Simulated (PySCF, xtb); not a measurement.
BF₂, SMILES F[B+]F, charge +1.

xtb with GFN2-xTB at its own geometry gives an orbital gap of 8.29 eV.

Geometry optimised at PBE-D3(BJ)/def2-TZVP.

**Question.** What does PBE/def2-TZVPD (PySCF) give? (An estimate is asked for; the answer gives what the named calculation found.)

**Answer.** gap 10.90 eV (levels -20.49 and -9.59 eV).
